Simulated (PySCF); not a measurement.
Compound: C₅H₁₀Te.
Atom-mapped SMILES: `[CH3:1][Te:2][CH:3]1[CH2:4][CH2:5][CH2:6]1` (hydrogens: H7, H8, H9 on C1; H10 on C3; H11, H12 on C4; H13, H14 on C5; H15, H16 on C6)

Method: PBE0-D3(BJ)/def2-SVP geometry optimisation, gas phase, def2 core potentials past Kr in PySCF; density fitting, grid level 1; the optimiser is geomeTRIC in internal coordinates, started from a GFN2-xTB structure with every atom displaced at random (about 0.01 Å).

Geometry at step 0:
```
atom  x, y, z in Å
C1      2.4827   -0.0503    0.5834
Te2     1.7128    0.2207   -1.4416
C3     -0.3970    0.2092   -0.8818
C4     -0.7857    1.0581    0.3210
C5     -1.6222   -0.1529    0.8356
C6     -0.9451   -1.0378   -0.2022
H7      2.4835    0.9197    1.1063
H8      1.8612   -0.7289    1.1110
H9      3.4714   -0.4004    0.5371
H10    -0.9193    0.4647   -1.7717
H11    -1.4015    1.9467    0.0950
H12     0.0041    1.3333    0.9938
H13    -2.7189   -0.0341    0.6765
H14    -1.4586   -0.4133    1.8926
H15    -1.6071   -1.6609   -0.8148
H16    -0.1794   -1.6761    0.2380
```

Task: Give the atomic forces at this geometry.

Result: 
| atom | Fx (eV/Å) | Fy (eV/Å) | Fz (eV/Å) |
| --- | --- | --- | --- |
| C1 | -1.210 | 1.972 | -0.613 |
| Te2 | 0.086 | -0.082 | 0.096 |
| C3 | 1.546 | -0.280 | 0.855 |
| C4 | -1.802 | -0.091 | -0.168 |
| C5 | -0.393 | 0.581 | 0.419 |
| C6 | -0.307 | -0.379 | -0.154 |
| H7 | -0.038 | -0.096 | -0.095 |
| H8 | -0.772 | -1.028 | 0.634 |
| H9 | 1.713 | -0.758 | -0.251 |
| H10 | -0.605 | 0.377 | -1.147 |
| H11 | 0.318 | 0.059 | 0.001 |
| H12 | 0.752 | 0.227 | 0.452 |
| H13 | 0.483 | 0.000 | 0.030 |
| H14 | -0.060 | -0.092 | -0.016 |
| H15 | 0.006 | -0.168 | -0.099 |
| H16 | 0.284 | -0.242 | 0.056 |

The largest, 2.39 eV/Å, acts on C1; the rms over all components is 0.677 eV/Å. The forces sum to zero within rounding, as they must for an isolated molecule in no field.

Task: Give the force on C1 in Eh/bohr and in nN.

Result: 2.394 eV/Å ÷ 51.422 = 0.04655 Eh/bohr, and 2.394 eV/Å × 1.602 = 3.84 nN.

Task: How far is this geometry from the end of the optimisation?

Result: 0.208 eV above it, and 0.295 Å rms away after alignment. The bonds farthest from their final lengths, with half the difference of the two atoms' forces along the bond (positive lengthens):

```tsv
bond	now (Å)	final (Å)	force along bond (eV/Å)
C1–H9	1.050	1.099	+1.82
C3–H10	1.063	1.102	+1.45
C1–H8	1.061	1.098	+1.14
C1–Te2	2.183	2.151	-0.68
C4–H12	1.073	1.101	+1.17
Te2–C3	2.183	2.158	-0.61
```

The angle farthest from its final value is C5–C4–H11, 113.2° against 118.9°.

Of the 6 listed bonds off by 0.010 Å or more, this force points towards the final length in 6.

The cost below is that of the whole optimisation. Hardware: one thread of an Arm Neoverse N1, on a shared host. Cost: 2.9 min wall, 0.59 GiB resident at most.
